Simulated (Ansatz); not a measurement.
One geometry of cyclo-(Cl2SnO)3 (Sn₃Cl₆O₃), several levels of theory.

```yaml
crystal:
  periodic: [false, false, false]
  atoms:
    - {symbol: Sn, position_ang: [-0.610162, -0.614887, -1.876683]}
    - {symbol: Cl, position_ang: [-2.066885, -2.403960, -2.253257]}
    - {symbol: Cl, position_ang: [0.042633, 0.358835, -3.898643]}
    - {symbol: O, position_ang: [-1.556088, 0.757296, -0.789620]}
    - {symbol: Sn, position_ang: [-1.085628, 1.431292, 1.022510]}
    - {symbol: Cl, position_ang: [-0.735282, 3.738337, 0.889499]}
    - {symbol: Cl, position_ang: [-2.847270, 0.946182, 2.480484]}
    - {symbol: O, position_ang: [0.571130, 0.578195, 1.720289]}
    - {symbol: Sn, position_ang: [1.701598, -0.809001, 0.850087]}
    - {symbol: Cl, position_ang: [1.705693, -2.721119, 2.194881]}
    - {symbol: Cl, position_ang: [3.866980, 0.037779, 0.611959]}
    - {symbol: O, position_ang: [1.013292, -1.298938, -0.951506]}
basis:
  gaussian: {orbitals: def2-SVP, initial_orbitals: start.molden}
correlation: {method: mp2}
scf: {omitted_lower_state_checks: [starts]}
output: {orbitals: {seedname: orbitals}}
```

The file start.molden holds the orbitals of an earlier run on this structure, at another level or in another basis.

```sh
$ ansatz run in.yaml --threads 4 --pin off --events-out ev --progress --plain --max-ram 6963MiB
```

Shortened log:

```
Functional definition: HF
2352 factors; integrals over basis functions are off by at most 3.1e-4 eV
mean field evaluation 1: about -98526.8300 eV, gradient 5.6e1 eV
mean field evaluation 2: about -98529.6174 eV, gradient 3.0e0 eV
mean field evaluation 4: about -98530.7144 eV, gradient 3.7e0 eV
mean field evaluation 8: about -98530.7463 eV, gradient 2.7e-3 eV
mean field -98530.74627964 eV, -3620.9381392383 hartree, gradient 2.7e-6 eV, S^2 0.000000; 0 other end points of the search recorded, 0 dependent functions left out
45 core orbitals not correlated: weight in the atoms' cores, before any rotation towards them, 1.000 or more for the frozen orbitals, at most 0.000 for the correlated occupied ones
reference -98530.74627964 eV, -3620.9381392383 hartree; 51, 51 occupied and 132, 132 virtual orbitals, 2352 factors
second order -45.06680583 eV of doubles, -0.00000000 eV of singles
Total energy: -98575.81308547 eV, -3622.5943138052 hartree
Checks for a lower state left out: starts
```

Hardware: 4 threads of Arm Neoverse V2 on a shared host. Wall time 13 s, peak host memory 1 GiB.

The first input with `gaussian: {orbitals: def2-TZVP, initial_orbitals: start.molden}`, `hamiltonian: {xc: r2scan, dispersion: d4}` and without the key `correlation` (abridged; 30 s):

```
Functional definition: r2SCAN
mean field -98786.36408753 eV, -3630.3319204140 hartree, gradient 1.8e-5 eV, S^2 0.000000
Total energy: -98786.56795703 eV, -3630.3394124800 hartree
Checks for a lower state left out: starts
```

First input, but with `hamiltonian: {xc: pbe0, dispersion: d4}` and without the key `correlation` (abridged; 11 s):

```
Functional definition: PBE0
mean field -98721.55499557 eV, -3627.9502302137 hartree, gradient 1.5e-5 eV, S^2 0.000000
Total energy: -98722.22988331 eV, -3627.9750318807 hartree
Checks for a lower state left out: starts
```

As the first input, with `hamiltonian: {xc: pbe}`, `correlation: {method: rpa}` and without the key `output` (abridged; 16 s):

```
Functional definition: PBE
mean field -98715.20902895 eV, -3627.7170202421 hartree, gradient 8.5e-7 eV, S^2 0.000000
45 core orbitals not correlated: weight in the atoms' cores, before any rotation towards them, 1.000 or more for the frozen orbitals, at most 0.000 for the correlated occupied ones
Total energy: -98595.89705604 eV, -3623.3323861100 hartree
Checks for a lower state left out: starts
```

As the first input, with `hamiltonian: {xc: pbe, dispersion: d4}` and without the key `correlation` (abridged; 5.5 s):

```
Functional definition: PBE
mean field -98715.20907875 eV, -3627.7170220720 hartree, gradient 2.0e-5 eV, S^2 0.000000
Total energy: -98715.96203260 eV, -3627.7446926159 hartree
Checks for a lower state left out: starts
```

First input, but with `gaussian: {orbitals: def2-TZVP, initial_orbitals: start.molden}`, `hamiltonian: {xc: pbe0, dispersion: d4}` and without the key `correlation` (abridged; 43 s):

```
Functional definition: PBE0
the host lacks memory for fits, so the integrals are decomposed
mean field -98756.34436418 eV, -3629.2287159291 hartree, gradient 1.3e-5 eV, S^2 0.000000
Total energy: -98757.01926281 eV, -3629.2535179965 hartree
Checks for a lower state left out: starts
```

As the first input, with `gaussian: {orbitals: def2-TZVP, initial_orbitals: start.molden}`, `hamiltonian: {xc: pbe, dispersion: d4}`, `output: {forces: true, orbitals: {seedname: orbitals}}` and without the key `correlation` (abridged; 16 s):

```
Functional definition: PBE
mean field -98750.29985670 eV, -3629.0065843764 hartree, gradient 2.3e-5 eV, S^2 0.000000
Total energy: -98751.05282565 eV, -3629.0342554750 hartree
Atom 0 force     0.026505     0.027302     0.073269 eV/Å
Atom 1 force     0.244947     0.301078     0.057708 eV/Å
Atom 2 force    -0.114027    -0.168950     0.338179 eV/Å
Atom 3 force     0.330683    -0.162357     0.168617 eV/Å
Atom 4 force     0.044189    -0.054580    -0.041872 eV/Å
Atom 5 force    -0.063908    -0.388326     0.026762 eV/Å
Atom 6 force     0.295380     0.086941    -0.243850 eV/Å
Atom 7 force    -0.122292    -0.123914    -0.366319 eV/Å
Atom 8 force    -0.065146     0.034249    -0.035418 eV/Å
Atom 9 force     0.004718     0.321415    -0.225099 eV/Å
Atom 10 force    -0.363407    -0.147873     0.044174 eV/Å
Atom 11 force    -0.217641     0.275016     0.203847 eV/Å
Dipole moment:     0.000577     0.000678    -0.000299 e Å
Checks for a lower state left out: starts
```

Geometry: PBE-D4/def2-SVP.

In the def2 sets Sn takes a core potential; there is no spin–orbit coupling. Correlated methods freeze 45 core orbitals; core or outer-core shells of Sn are correlated, in sets that lack core-valence functions.
